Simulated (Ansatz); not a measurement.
Calculated with Ansatz (gas phase, PBE0-D4/def2-TZVP geometries, no zero-point term in ΔE). CCSD(T)/CBS adds triple-zeta CCSD(T) − MP2 to the extrapolated MP2 energy (def2 sets, frozen cores). This one scheme is used for every species, atoms too. Functionals use def2-TZVPP. B3LYP here is the variant with VWN-RPA as its local correlation; programs differ in this. No spin–orbit coupling; open shells (•) take unrestricted orbitals. Spin–orbit coupling would lower the free atoms: a little for C, O, Si. One conformer a species, not always the lowest.

`C[SiH2]OC(C)=O` → 3 C• + 8 H• + 2 O• + Si•  (atomization)

`C[SiH2]OC(C)=O`:

```xyz
14

C    -0.014    2.518   -0.557
Si    0.757    0.840   -0.751
O    -0.215   -0.177    0.199
C     0.104   -1.477    0.256
C    -0.828   -2.262    1.124
O     1.046   -1.931   -0.340
H    -0.008    2.833    0.489
H     0.543    3.258   -1.137
H    -1.047    2.518   -0.910
H     2.145    0.820   -0.233
H     0.715    0.386   -2.161
H    -0.818   -1.852    2.136
H    -0.530   -3.307    1.139
H    -1.848   -2.166    0.747
```

CCSD(T)/CBS gives +1338.5 kcal/mol.

Q: Another level gave +1337.3 kcal/mol. Which?
A. PBE-D4/def2-TZVPP
B. CCSD/def2-TZVPP
C. PBE/def2-TZVPP
D. B3LYP-D4/def2-TZVPP

A: D. B3LYP-D4 1337.3, PBE-D4 1364.3, PBE 1357.9, CCSD/def2-TZVPP 1285.7 kcal/mol.

Largest T1 diagnostic among the species: 0.014.

The D4 term adds +10.3 kcal/mol with B3LYP and +5.4 kcal/mol with PBE0; it sums over pairs of atoms, weighted by their polarisabilities, and B3LYP, whose exchange is more repulsive, gets the larger term. In def2-TZVPP, CCSD(T) changes the Hartree–Fock value by +323.5 kcal/mol (the triples alone add +19.6 kcal/mol) and MP2 by +347.1 kcal/mol; breaking electron pairs costs correlation energy, which Hartree–Fock lacks. From PBE to PBE0 (25 % exact exchange), in def2-TZVPP and without D4, ΔE moves by −24.4 kcal/mol: exact exchange takes away binding that semilocal exchange gives to molecules.

For atomizations the MP2-based limit and the directly extrapolated one differ by several kJ/mol either way, and by 10 to 25 for some Ge, Se and Sn compounds, so smaller differences from it don't rank the levels.
